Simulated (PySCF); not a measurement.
Simulated C 1s region for `C=Cc1ccn([SiH3])c1`, binding energy against the vacuum level.

Every computed line was given a Gaussian of 1.0 eV full width at half maximum and an area set by the number of equivalent atoms; the highest printed point is 100. Method: delta-SCF UKS SCAN, pcX-2 on the ionised atom, pcseg-1 elsewhere, spin-free X2C in PySCF 2.14.0.

binding energy (eV), intensity and a bar:
```
    287.9          0 
    288.0          0 
    288.1          0 
    288.2          1 
    288.3          1 
    288.4          3 #
    288.5          4 #
    288.6          7 ##
    288.7         10 ###
    288.8         15 #####
    288.9         21 ######
    289.0         28 ########
    289.1         35 ###########
    289.2         44 #############
    289.3         52 ################
    289.4         60 ##################
    289.5         68 ####################
    289.6         76 #######################
    289.7         83 #########################
    289.8         89 ###########################
    289.9         94 ############################
    290.0         98 #############################
    290.1        100 ##############################
    290.2        100 ##############################
    290.3         97 #############################
    290.4         92 ###########################
    290.5         84 #########################
    290.6         74 ######################
    290.7         62 ###################
    290.8         51 ###############
    290.9         39 ############
    291.0         29 #########
    291.1         21 ######
    291.2         14 ####
    291.3          9 ###
    291.4          6 ##
    291.5          3 #
    291.6          2 #
    291.7          1 
    291.8          0 
    291.9          0 
    292.0          0
```

Q: How many maxima does the curve show, and how many computed lines lie under it?

A: The curve has 1 maximum (at 290.1 eV). Under it lie 6 lines from 6 inequivalent carbon sites. At this width some lines have no maximum of their own.

Q: Decompose the envelope and assign each component. Numbering: `[CH2:1]=[CH:2][c:3]1[cH:4][cH:5][n:6]([SiH3:7])[cH:8]1`.

A: 
```
position (eV)  relative area  line  atoms                          environment
       289.32              1  C 1s     C1                 terminal =CH2 carbon
       289.68              1  C 1s     C4                   aromatic CH carbon
       289.96              1  C 1s     C3          substituted aromatic carbon
       290.25              1  C 1s     C2                     alkene CH carbon
       290.35              1  C 1s     C8  aromatic CH next to a ring nitrogen
       290.57              1  C 1s     C5  aromatic CH next to a ring nitrogen
```

Q: What are the centre and the root-mean-square width of the whole band?

A: The area-weighted mean of the lines is 290.02 eV. Their own spread about it is 0.42 eV (rms) and each Gaussian has σ = 1.0/2.355 = 0.42 eV; the variances add, which gives 0.60 eV.

Lowest listed C 1s: C1, bonded to C (double bond) and 2 H. Highest, 1.25 eV above it: C5, bonded to N (aromatic in the SMILES), C (aromatic in the SMILES) and H. Summing the Pauling electronegativity differences to the bonded atoms, each weighted by its formal bond order, gives -0.70 for the lowest site and +0.39 for the highest; no listed site has a larger sum than the highest.

Shake-up satellites, vibrational structure and lifetime widths aren't simulated. Spin contamination (⟨S²⟩ against 0.75 for a pure doublet) is marked for C 1s of C2 (0.89), which makes this value less certain. Isolated species at its PBE0-D3(BJ)/def2-SVP geometry (one conformer only).

The values belong to the conformer `[CH2:1]=[CH:2][c:3]1[cH:4][cH:5][n:6]([SiH3:7])[cH:8]1`: C1–C2–C3–C4 1°.
